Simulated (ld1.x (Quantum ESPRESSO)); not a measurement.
## Logarithmic derivatives: palladium (Pd), TM

palladium (Pd), norm-conserving Troullier–Martins (Kleinman–Bylander form), made with ld1.x (Quantum ESPRESSO) 7.5 (revPBE, scalar-relativistic). Core [Ar] 3d10 4s2, reference 4p6 4d9 5s0 5p0 (charge +1). Waves: 4p (bound): rc 1.15 bohr; 4d (bound): rc 1.40 bohr; 5s (bound, empty): rc 2.25 bohr. Local part: the s channel. Core correction: Bessel-smoothed model core, default radius (core density twice the valence density).

The phase is arctan(r·u′/u) with u = r·R(r), unwrapped; energies in Ry, scanned from -7 to 5 Ry. A pole is an energy at which the radial function vanishes at the test radius. The pseudo phase is shifted by a multiple of π to meet the all-electron one at the reference energy, and phase errors are pseudo minus all-electron; the curves can meet again beyond the range given. Levels narrower than the energy grid can be missing from the lists of poles.

Question: For each channel, where are the poles, and over which energies does the pseudopotential scatter like the atom?

Answer:

```csv
channel,radius (bohr),reference energy (Ry),"poles, all-electron","poles, pseudo",unbroken range about the reference energy with phases within 0.05 rad,phase error 1 Ry above the reference energy (rad)
s,2.44,-0.80,2.12,1.82,-7.0 to 2.7,-0.011
p,2.44,-4.58,"-4.53, 3.53",-4.53,below -1.6,+0.009
d,2.44,-1.07,-0.71,-0.69,below 0.5,+0.025
```

Phases in the s channel:

```json
{"E (Ry)": "-7.00", "all-electron": "1.452", "pseudo": "1.394"}
{"E (Ry)": "-6.74", "all-electron": "1.409", "pseudo": "1.390"}
{"E (Ry)": "-6.48", "all-electron": "1.397", "pseudo": "1.385"}
{"E (Ry)": "-6.22", "all-electron": "1.389", "pseudo": "1.380"}
{"E (Ry)": "-5.96", "all-electron": "1.382", "pseudo": "1.375"}
{"E (Ry)": "-5.70", "all-electron": "1.375", "pseudo": "1.369"}
{"E (Ry)": "-5.44", "all-electron": "1.368", "pseudo": "1.362"}
{"E (Ry)": "-5.18", "all-electron": "1.360", "pseudo": "1.355"}
{"E (Ry)": "-4.92", "all-electron": "1.352", "pseudo": "1.347"}
{"E (Ry)": "-4.66", "all-electron": "1.343", "pseudo": "1.337"}
{"E (Ry)": "-4.40", "all-electron": "1.332", "pseudo": "1.327"}
{"E (Ry)": "-4.14", "all-electron": "1.321", "pseudo": "1.316"}
{"E (Ry)": "-3.88", "all-electron": "1.307", "pseudo": "1.303"}
{"E (Ry)": "-3.62", "all-electron": "1.292", "pseudo": "1.287"}
{"E (Ry)": "-3.36", "all-electron": "1.274", "pseudo": "1.269"}
{"E (Ry)": "-3.10", "all-electron": "1.253", "pseudo": "1.248"}
{"E (Ry)": "-2.84", "all-electron": "1.227", "pseudo": "1.222"}
{"E (Ry)": "-2.58", "all-electron": "1.194", "pseudo": "1.189"}
{"E (Ry)": "-2.32", "all-electron": "1.152", "pseudo": "1.147"}
{"E (Ry)": "-2.06", "all-electron": "1.097", "pseudo": "1.092"}
{"E (Ry)": "-1.80", "all-electron": "1.019", "pseudo": "1.014"}
{"E (Ry)": "-1.54", "all-electron": "0.903", "pseudo": "0.899"}
{"E (Ry)": "-1.28", "all-electron": "0.721", "pseudo": "0.718"}
{"E (Ry)": "-1.02", "all-electron": "0.418", "pseudo": "0.417"}
{"E (Ry)": "-0.76", "all-electron": "-0.045", "pseudo": "-0.045"}
{"E (Ry)": "-0.50", "all-electron": "-0.545", "pseudo": "-0.548"}
{"E (Ry)": "-0.24", "all-electron": "-0.901", "pseudo": "-0.908"}
{"E (Ry)": "0.02", "all-electron": "-1.117", "pseudo": "-1.126"}
{"E (Ry)": "0.28", "all-electron": "-1.251", "pseudo": "-1.262"}
{"E (Ry)": "0.54", "all-electron": "-1.340", "pseudo": "-1.353"}
{"E (Ry)": "0.80", "all-electron": "-1.403", "pseudo": "-1.419"}
{"E (Ry)": "1.06", "all-electron": "-1.451", "pseudo": "-1.469"}
{"E (Ry)": "1.32", "all-electron": "-1.489", "pseudo": "-1.509"}
{"E (Ry)": "1.58", "all-electron": "-1.520", "pseudo": "-1.543"}
{"E (Ry)": "1.84", "all-electron": "-1.546", "pseudo": "-1.573"}
{"E (Ry)": "2.10", "all-electron": "-1.569", "pseudo": "-1.601"}
{"E (Ry)": "2.36", "all-electron": "-1.589", "pseudo": "-1.628"}
{"E (Ry)": "2.62", "all-electron": "-1.609", "pseudo": "-1.656"}
{"E (Ry)": "2.88", "all-electron": "-1.627", "pseudo": "-1.685"}
{"E (Ry)": "3.14", "all-electron": "-1.644", "pseudo": "-1.718"}
{"E (Ry)": "3.40", "all-electron": "-1.662", "pseudo": "-1.759"}
{"E (Ry)": "3.66", "all-electron": "-1.680", "pseudo": "-1.812"}
{"E (Ry)": "3.92", "all-electron": "-1.699", "pseudo": "-1.888"}
{"E (Ry)": "4.18", "all-electron": "-1.720", "pseudo": "-2.013"}
{"E (Ry)": "4.44", "all-electron": "-1.743", "pseudo": "-2.257"}
{"E (Ry)": "4.70", "all-electron": "-1.769", "pseudo": "-2.825"}
{"E (Ry)": "4.96", "all-electron": "-1.800", "pseudo": "-3.682"}
```
